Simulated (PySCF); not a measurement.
C5H4F2, SMILES FC1(F)C=CC=C1. Heavy atoms are numbered as in [F:1][C:2]1([F:3])[CH:4]=[CH:5][CH:6]=[CH:7]1. Hydrogens are named by the atom that carries them.

Geometry: PBE0-D3(BJ)/def2-SVP. Other conformers were not sampled.

These are PySCF with PBE/def2-TZVP values and carry that method's errors.

Atomic charges (e), one atom of each kind:

```tsv
atom	meta-Löwdin	Löwdin
F1	-0.27	0.20
C2	0.53	-0.51
C4 (CH)	-0.16	?
C5 (CH)	-0.11	?
H on C4	0.14	0.14
H on C5	0.13	?
```

Q: Complete the blanks. (An estimate is asked for; the answer gives what the named calculation found.)

A: 
- C4 (CH), Löwdin: -0.11
- C5 (CH), Löwdin: -0.12
- H on C5, Löwdin: 0.14

Computed Mayer and Wiberg (Löwdin basis) orders of the bonds:
```json
[
 {"bond": "F1–C2", "Mayer": "1.13", "Wiberg": "1.71"},
 {"bond": "C2–F3", "Mayer": "1.13", "Wiberg": "1.71"},
 {"bond": "C2–C4", "Mayer": "0.97", "Wiberg": "1.09"},
 {"bond": "C4–C5", "Mayer": "1.86", "Wiberg": "1.97"},
 {"bond": "C5–C6", "Mayer": "1.00", "Wiberg": "1.20"},
 {"bond": "C2–C7", "Mayer": "0.97", "Wiberg": "1.09"},
 {"bond": "C6–C7", "Mayer": "1.86", "Wiberg": "1.97"}
]
```
